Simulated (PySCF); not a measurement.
## Heteronuclear NMR

Cartesian coordinates in Å; atom numbers follow the order of the lines, from 1:
```xyz
19

C    -1.7850    0.4904    1.1405
C    -1.3489   -0.3266    0.1909
C    -2.0942   -0.5598   -1.0840
C    -0.0347   -1.0313    0.3038
Si    1.3518    0.0595   -0.4923
P     0.6107    2.1941   -0.3733
P     3.4247   -0.3058    0.3772
Cl    1.4999   -0.4100   -2.4790
H    -1.2396    0.6375    2.0581
H    -2.7182    1.0183    1.0519
H    -2.3629   -1.6121   -1.1747
H    -3.0000    0.0381   -1.1241
H    -1.4649   -0.3041   -1.9357
H    -0.0723   -1.9963   -0.2001
H     0.2111   -1.2066    1.3510
H     1.8222    2.7434   -0.7666
H     0.9250    2.3378    0.9685
H     3.0179   -0.0822    1.6833
H     3.2475   -1.6750    0.4971
```

Calculated, not measured (PySCF 2.14.0 with density-fitted response routines): coordinates at the GFN2-xTB level, shieldings: GIAO PBE0/pcSseg-1. Gas phase, one computed conformer, averaged over atoms made equivalent by symmetry, fast rotation or ring inversion, non-relativistic.

**Question.** What are the ³¹P shifts?

**Answer.** 
```csv
atoms,environment,σ (ppm),δ (ppm)
P6/P7,"phosphorus bonded to Si, 2 H",575.4,-206.6
```

Shieldings were converted by a linear fit to measured shifts: ³¹P (scatter 18.1 ppm rms vs H3PO4, solution or neat liquid). A few per cent of atoms miss by over 2 rms, more outside the fitted compound classes.

On a 300 MHz spectrometer ³¹P resonates near 121.4 MHz, so 1 ppm is 121.4 Hz.

**Question.** Where does ²⁹Si resonate?

**Answer.** 
```csv
atoms,environment,σ (ppm),δ (ppm)
Si5,"silicon bonded to C, Cl, 2 P",297.3,35.6
```

Shieldings were converted by a linear fit to measured shifts: ²⁹Si: δ = 279.94 − 0.822σ (rms 8.9 ppm, 72 shifts, 25.8 ppm with the 6 outliers that the fit left out vs TMS, solution or neat liquid). A few per cent of atoms miss by over 2 rms, more outside the fitted compound classes.

On a 300 MHz spectrometer ²⁹Si resonates near 59.6 MHz, so 1 ppm is 59.6 Hz.
